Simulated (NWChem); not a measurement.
Molecule: GaH₃; SMILES [GaH3]

Program: NWChem. All runs use the structure optimised with PBE-D3(BJ)/def2-SVP. Vertical excitations in the gas phase.

What does the run give for PBE/aug-cc-pVDZ, TDA? Quantities: lowest excitation, singlet (eV); oscillator strength of that lowest state; orbital gap (eV).


```yaml
lowest excitation, singlet (eV): 4.81
oscillator_strength_of_that_lowest_state: 0.000
orbital gap (eV): 4.64
```
